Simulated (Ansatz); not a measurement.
Sn₇Ge₇H₂₀, an alloyed nanocrystal cut from the lattice of tin (7 Ge, random) was relaxed with r2SCAN-D4 (def2-SVP) in Ansatz in these states: charge -1 doublet, neutral singlet. The geometries follow in no particular order.

In the def2 sets Sn takes a core potential; there is no spin–orbit coupling. Single mean-field runs in def2-SVP are fitted with def2-universal-jkfit.

A:

```xyz
34

Sn    3.935   -0.126   -1.490
Sn   -2.706   -1.342    2.737
Sn   -0.050   -2.691   -0.347
Sn    1.560    0.397    1.905
Ge    1.561    3.237   -1.181
Ge   -1.779    1.257   -0.420
Sn    0.284    0.238   -3.692
Sn   -0.217   -0.623    3.827
Ge    2.339   -1.439    0.181
Ge    2.351    1.548   -2.746
Sn   -2.494   -3.621    1.081
Ge   -3.411    0.754    1.318
Ge   -1.185   -0.715   -1.736
Ge    0.218    2.231    0.584
H     4.636   -1.164   -2.688
H     5.277    0.775   -0.843
H    -3.822   -1.398    4.071
H     0.250   -3.779   -1.690
H     2.854    1.213    2.726
H     2.771    3.982   -0.563
H     0.731    4.312   -1.926
H    -2.392    2.330   -1.363
H     0.864   -1.016   -4.732
H    -0.624    1.296   -4.723
H     0.514   -1.981    4.614
H    -0.422    0.549    5.092
H     3.261   -2.365    1.035
H     3.082    2.276   -3.907
H    -2.098   -4.862    2.243
H    -4.162   -4.014    0.665
H    -4.780    0.512    0.634
H    -3.604    2.015    2.200
H    -2.516   -1.161   -2.406
H    -0.226    3.373    1.538
```

B:

| atom | x (Å) | y (Å) | z (Å) |
| --- | --- | --- | --- |
| Sn1 | -0.1384 | 2.5569 | 3.0031 |
| Sn2 | -2.2438 | -2.0946 | -2.6145 |
| Sn3 | -1.3634 | -1.3309 | 1.6806 |
| Sn4 | -1.1929 | 1.9592 | -1.0770 |
| Ge5 | 2.7723 | 2.5263 | 0.0373 |
| Ge6 | 1.6307 | -1.1053 | -1.2308 |
| Sn7 | 2.7531 | -0.6034 | 2.6929 |
| Sn8 | -2.8419 | 0.6200 | -2.8974 |
| Ge9 | -1.7377 | 1.2497 | 1.3891 |
| Ge10 | 2.3298 | 1.9580 | 2.3614 |
| Sn11 | -2.9740 | -2.8522 | -0.0261 |
| Ge12 | 0.3517 | -2.3526 | -2.8890 |
| Ge13 | 1.1327 | -1.8305 | 1.0427 |
| Ge14 | 1.3131 | 1.2991 | -1.4797 |
| H15 | -0.4379 | 2.1220 | 4.6404 |
| H16 | -0.3978 | 4.2506 | 2.8447 |
| H17 | -3.0366 | -3.0523 | -3.8099 |
| H18 | -1.6063 | -1.7510 | 3.3370 |
| H19 | -1.3482 | 3.6726 | -1.2128 |
| H20 | 2.5662 | 4.0394 | -0.1818 |
| H21 | 4.2448 | 2.2030 | -0.2929 |
| H22 | 3.1298 | -1.3997 | -1.4887 |
| H23 | 2.4209 | -1.0635 | 4.3160 |
| H24 | 4.3926 | -0.9931 | 2.3481 |
| H25 | -4.4962 | 0.9334 | -2.5413 |
| H26 | -2.5452 | 1.1630 | -4.5032 |
| H27 | -3.2105 | 1.5951 | 1.7177 |
| H28 | 3.2972 | 2.7728 | 3.2529 |
| H29 | -4.6490 | -2.5716 | 0.2505 |
| H30 | -2.6789 | -4.5269 | 0.2411 |
| H31 | 0.7427 | -3.8422 | -2.7926 |
| H32 | 0.7579 | -1.8624 | -4.2956 |
| H33 | 1.3623 | -3.3600 | 1.1093 |
| H34 | 1.7008 | 1.6711 | -2.9313 |

Judge from the bond lengths which geometry belongs to which state (an estimate).

A is the charge -1 doublet (Sn3–Sn11 2.980 Å, Sn3–Ge9 2.748 Å, Sn3–Ge13 2.669 Å); B is the neutral singlet (Sn3–Sn11 2.797 Å, Sn3–Ge9 2.624 Å, Sn3–Ge13 2.624 Å).
